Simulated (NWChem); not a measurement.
System: H₂PO₄ anion

```xyz
7

O     -1.0258    -0.8757    -0.8429
P      0.0000     0.0000    -0.1584
O      1.0258     0.8757    -0.8429
O      0.8572    -0.9751     0.9157
O     -0.8572     0.9751     0.9157
H      1.7365    -0.5840     0.9836
H     -1.7365     0.5840     0.9836
```
Atoms are numbered in this order, from 1.

Results from NWChem. Pople sets run with spherical d functions. Geometry: optimised at B3LYP/def2-SVPD. Not confirmed as a minimum by frequencies. Level: PBE/6-31+G* with SMD (1 M gas to 1 M solution), gas-phase geometry. Reactions with the solvent are ignored.

Estimate the computed values for solvent acetonitrile. Quantities: solvation free energy (kcal/mol); cavity-dispersion-structure term (kcal/mol).


```json
{
 "solvation free energy (kcal/mol)": "-58.8",
 "cavity-dispersion-structure term (kcal/mol)": "-0.9"
}
```
